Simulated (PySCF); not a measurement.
Compound: C2H2BCl3Si.
Numbering: `[CH:1]#[C:2][Si@@H:3]([Cl:4])[B:5]([Cl:6])[Cl:7]` (hydrogens: H8 on C1; H9 on Si3)

Theory: PBE0-D3(BJ)/def2-SVP geometry optimisation, gas phase (PySCF).

**Question.** List the bond lengths, angles and torsions at this level.

**Answer.** 
| bond | length (bohr) | order |
| --- | --- | --- |
| C1≡C2 | 2.300 | triple |
| C2–Si3 | 3.454 | single |
| Si3–Cl4 | 3.923 | single |
| Si3–B5 | 3.821 | single |
| B5–Cl6, B5–Cl7 | 3.295 | single |
| C1–H8 | 2.034 | single |
| Si3–H9 | 2.811 | single |

Bonds in one row agree within 0.02 bohr and their mean is given. Orders are formal, as drawn. A selection of angles:
| angle | degrees |
| --- | --- |
| C2–C1–H8 | 179.4 |
| C1–C2–Si3 | 176.7 |
| C2–Si3–Cl4 | 109.6 |
| C2–Si3–B5 | 108.5 |
| C2–Si3–H9 | 109.6 |
| Cl4–Si3–B5 | 107.2 |
| Cl4–Si3–H9 | 108.1 |
| B5–Si3–H9 | 113.7 |
| Si3–B5–Cl6 | 121.4 |
| Si3–B5–Cl7 | 119.2 |
| Cl6–B5–Cl7 | 119.4 |

Torsions: C2–Si3–B5–Cl6 118° (anticlinal).

B5 (three-coordinate boron) is planar (angles 121.4°, 119.4° and 119.2°, sum 360.0°, 0.00 Å off the plane of its three neighbours). Si3 (chlorine-bound silicon) is distorted tetrahedral (angles from 107.2° to 113.7°).

Point group: C1 (no symmetry element, even within 0.4 Å). No PBE0-D3(BJ)/def2-SVP frequencies stand behind this structure, so it isn't proved a minimum. The numbers are those of one conformer.
